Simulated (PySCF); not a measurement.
[Mo(Cl)(F)5], neutral singlet in the gas phase. 

Cartesian coordinates (Å):
```xyz
7

Mo     0.0271    -0.0303    -0.0361
Cl     0.4861    -1.1172    -1.9950
F      1.6748    -0.4848     0.6543
F     -0.3407     0.8473     1.5477
F      0.7369     1.5346    -0.7020
F     -1.6402     0.4676    -0.6442
F     -0.6990    -1.5615     0.6869
```
Charge 0, spin multiplicity 1.

All levels are single points at this geometry (TPSS-D3(BJ)/def2-SVP); Pople sets use spherical d functions. Orbital energies aren't observables, and empty levels follow the basis.

```json
[
 {"level": "PBE-D3(BJ)/def2-TZVP in PySCF", "HOMO (eV)": "-9.13", "LUMO (eV)": "-6.36", "gap (eV)": "2.77", "dipole (D)": "0.96", "vertical IE, Delta-SCF (eV)": "–"},
 {"level": "TPSSh-D3(BJ)/def2-TZVP in PySCF", "HOMO (eV)": "-9.86", "LUMO (eV)": "-6.27", "gap (eV)": "3.59", "dipole (D)": "1.02", "vertical IE, Delta-SCF (eV)": "–"},
 {"level": "B3LYP/6-311+G** (LANL2DZ on Mo) in PySCF", "HOMO (eV)": "-10.70", "LUMO (eV)": "-6.89", "gap (eV)": "3.81", "dipole (D)": "1.62", "vertical IE, Delta-SCF (eV)": "–"},
 {"level": "B3LYP/6-31G* (LANL2DZ on Mo) in PySCF", "HOMO (eV)": "-10.27", "LUMO (eV)": "-6.38", "gap (eV)": "3.89", "dipole (D)": "0.54", "vertical IE, Delta-SCF (eV)": "12.71"},
 {"level": "BP86/6-31G* (LANL2DZ on Mo) in PySCF", "HOMO (eV)": "-9.08", "LUMO (eV)": "-6.54", "gap (eV)": "2.54", "dipole (D)": "0.27", "vertical IE, Delta-SCF (eV)": "–"},
 {"level": "PBE/6-31G* (LANL2DZ on Mo) in PySCF", "HOMO (eV)": "-8.96", "LUMO (eV)": "-6.42", "gap (eV)": "2.55", "dipole (D)": "0.24", "vertical IE, Delta-SCF (eV)": "12.31"}
]
```
